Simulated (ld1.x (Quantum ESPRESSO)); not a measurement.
Ranking ultrasoft potentials for Ge (Z = 32)

All share these settings but for the change named:

```
Element                 : Ge (Z = 32)
Generator               : ld1.x (Quantum ESPRESSO) 7.5
Type                    : ultrasoft
Functional              : PBEsol
Relativity              : scalar-relativistic
Frozen core             : [Ar]
Valence charge          : 14
Reference configuration : 3d10 4s2 4p2
Partial waves           : 4s (bound): rcut 1.20, rcutus 1.55 bohr; 4s channel at 0.5 Ry: rcut 1.20, rcutus 1.55 bohr; 4p (bound): rcut 1.70, rcutus 2.25 bohr; 4p channel at 2.45 Ry: rcut 1.70, rcutus 2.25 bohr; 3d (bound): rcut 0.90, rcutus 1.05 bohr; 3d channel at -1.7 Ry: rcut 0.90, rcutus 1.05 bohr
Local potential         : all-electron potential smoothed inside 1.90 bohr (lloc = -1)
Core correction         : Bessel-smoothed model core inside 0.75 bohr
Augmentation charge     : built from norm-conserving waves at rcut, not smoothed further
```

Cutoff: the first of the cutoffs (Ry, on a coarse ladder) from which the occupation-weighted sum of valence levels, in a spherical-Bessel basis at the reference potential, stays within 10 and 1 mRy of its value at 400 Ry; the density cutoff is not measured.

The base gives 140 Ry.

Of 12 variants that were run, those that failed, showed a ghost or another fault, or gave nearly equal values are left out.

A variant can come out equal or close to the base.

Task: Rank these variants from softest to hardest (loose cutoff).
A. waves 3d (bound): rcut 0.90, rcutus 1.42 bohr; 3d channel at -1.7 Ry: rcut 0.90, rcutus 1.42 bohr
B. all radii but the core radius scaled by about 0.97 (s 1.50, p 2.18, d 1.02 bohr, rcut 1.16/1.64/0.88); local potential all-electron potential smoothed inside 1.84 bohr (lloc = -1)
C. wave 4s channel at 0.5 Ry: rcut 1.20, rcutus 1.55 bohr becomes 4s channel at -0.75 Ry: rcut 1.20, rcutus 1.55 bohr

Result: A (55 Ry), C (140 Ry), B (160 Ry).
